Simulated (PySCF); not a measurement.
## How methods differ on the ionisation energy of Si+

Si+ [Ne] 3s2 3p1 (2P) → Si(2+) [Ne] 3s2 (1S), as a difference of total energies. Calculation: PySCF 2.14, in aug-cc-pV(D+d)Z; no relativity, point nucleus. Correlated levels: valence: [Ne] frozen. The calculations carry no spin-orbit coupling.

Question: Order these methods by the ionisation energy they give, lowest first.
A. BP86
B. SCS-MP2 (valence)
C. CCSD (valence)
D. UHF

Answer: D (15.826 eV), B (15.981 eV), C (16.118 eV), A (16.497 eV).

Errors of the correlated levels include the incompleteness of this basis and the frozen core.

For comparison: 16.322 eV (measured; NIST levels, between the centres of gravity of the two terms).
